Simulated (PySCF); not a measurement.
# Calculated NMR data

All values are calculated (PySCF 2.14): structure optimised with GFN2-xTB, shielding tensors at PBE0/pcSseg-1 (GIAO). One conformer, isolated molecule, one averaged value for each set of equivalent atoms, non-relativistic Hamiltonian.

Shifts are taken against calculated references (same method and geometry level): ¹H (31.72 ppm) and ¹³C (186.93 ppm) against TMS. Where no couplings were computed, multiplicities follow the n + 1 count of equivalent neighbours, and m marks all less simple cases (inequivalent or close neighbours, rings, F or P nearby). Shifts are as computed. Against solution values, carbons near 30 ppm lie about +3 ppm off and those near 130 ppm about +5 ppm; carbons on Cl a further +6 ppm. Of 1211 compounds with measured shifts, 218 miss one by over three times the rms of a fit or turn the order of signals round; such compounds aren't used in these exercises. Carbons bonded to Cl come out too deshielded.

Compound 1 (C$_{7}$H$_{13}$ClSi). ¹H NMR (600 MHz, computed): δ 5.93 (s, 1H), 3.73 (d, 3H), 3.22 (m, 1H), 2.23 (m, 1H), 1.96 (m, 1H), 1.93 (m, 1H), 1.87 (m, 1H), 1.73 (m, 1H), 1.38 (m, 1H), 1.22 (m, 1H), 0.88 (m, 1H). ¹³C{¹H} NMR (computed): δ 151.3, 121.1, 41.2, 33.8, 33.7, 32.8, 28.3. Structure: SMILES [SiH3][C@@H]1CCC/C(=C\Cl)C1.

Compound 2 (C$_{7}$H$_{13}$ClOSi). ¹H NMR (600 MHz, computed): δ 7.52 (t, 1H), 4.57 (m, 2H), 3.58 (sept, 1H), 1.21 (d, 6H), 0.22 (t, 3H). ¹³C{¹H} NMR (computed): δ 209.3 (C), 162.9 (CH), 148.3 (C), 39.6 (CH), 20.6 (CH3), -7.2 (CH3). Structure: `C[SiH2]/C=C(/Cl)C(=O)C(C)C`.
